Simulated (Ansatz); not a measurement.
Mulliken charges of CH₂AsN (`C1=N[AsH]1`) from r2SCAN/def2-TZVPP in Ansatz (PBE0-D4/def2-TZVP geometry).

```tsv
atom	x (Å)	y (Å)	z (Å)	charge (e)
C1	-0.024	-0.709	0.262	-0.018
N2	-1.101	-0.119	0.375	-0.213
As3	0.000	0.607	-1.146	0.161
H4	0.467	-1.532	0.776	0.111
H5	0.708	1.680	-0.309	-0.041
```

Task: By hand: the dipole of these point charges (1 e Å = 4.8032 D).

Result: Σ q r = (0.258, -0.103, -0.170) e Å, of length 0.326 e Å = 1.57 D.

Task: How does the dipole of the full density compare? (An estimate is asked.)

Result: The calculation gave: (0.368, -0.177, 0.010) e Å, 1.96 D; the point charges give 0.80 times that, at 33° from its direction.

Point charges leave out the atoms' own dipoles, such as those of lone pairs, and Mulliken's split depends on the basis, so the two needn't agree.
